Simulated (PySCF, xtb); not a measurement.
CF2I, SMILES F[C](F)I, multiplicity 2.

Harmonic wavenumbers (cm⁻¹) from GFN2-xTB in xtb 6.7.1 at its own minimum, in rising order: 261, 290, 456, 597, 1131, 1155.

Q: What does B3LYP-D3(BJ)/def2-SVP (PySCF) give at its own minimum? (The exact figures need the calculation; the answer reports its results.)

A: 255, 262, 549, 630, 1179, 1255. Paired by order, the mean absolute difference is 52 cm⁻¹ and the zero-point energies are 5.6 and 5.9 kcal/mol.
